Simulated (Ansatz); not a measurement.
`N=C(I)O[SiH3]` and `N=C(F)O[SiH3]` differ in one element.

Ansatz, PBE0-D4/def2-TZVP geometries, multiplicity 1. Each molecule was computed in one conformer, which needn't be the lowest.

Elements past krypton have def2 core potentials.  Spin–orbit coupling is left out; it splits and shifts lone-pair levels of the heavy atoms by tenths of an eV.

```
                                                                                  property  `N=C(I)O[SiH3]`
                                                       HOMO–LUMO gap (PBE/def2-TZVPP) / eV             4.30
                                                       LUMO energy (B3LYP/def2-TZVPP) / eV            -1.29
                                          size of the dipole moment (B3LYP/def2-TZVPP) / D             2.99
                                                       HOMO energy (B3LYP/def2-TZVPP) / eV            -7.21
ideal-gas entropy at 298 K and 1 bar (rigid rotor, harmonic PBE0-D4/def2-TZVP) / J/(mol·K)              364
                                        size of the dipole moment (ωB97M-V/def2-TZVPP) / D             2.98
```

Task: Give the same properties after the change, and the shifts. (Best estimate.)

Result: The calculation gave: 
```tsv
property	`N=C(F)O[SiH3]`	shift
HOMO–LUMO gap (PBE/def2-TZVPP) / eV	5.69	1.39
LUMO energy (B3LYP/def2-TZVPP) / eV	-0.69	0.60
size of the dipole moment (B3LYP/def2-TZVPP) / D	3.56	0.57
HOMO energy (B3LYP/def2-TZVPP) / eV	-8.41	-1.20
ideal-gas entropy at 298 K and 1 bar (rigid rotor, harmonic PBE0-D4/def2-TZVP) / J/(mol·K)	332	-32
size of the dipole moment (ωB97M-V/def2-TZVPP) / D	3.55	0.57
```

With PBE0 the HOMO falls by 1.19 eV and the LUMO rises by 0.58 eV, so the gap widens by about 1.77 eV. PBE moves the HOMO by -0.78 eV and ωB97M-V by -1.33 eV. Dipoles are sizes alone; their direction can turn. Modes under 60 cm⁻¹, often nearly free rotors, make the harmonic entropy too high.

Positive LUMOs are unbound, so they and the gaps depend on the basis.

B3LYP here is the variant with VWN-RPA as its local correlation; programs differ in this.
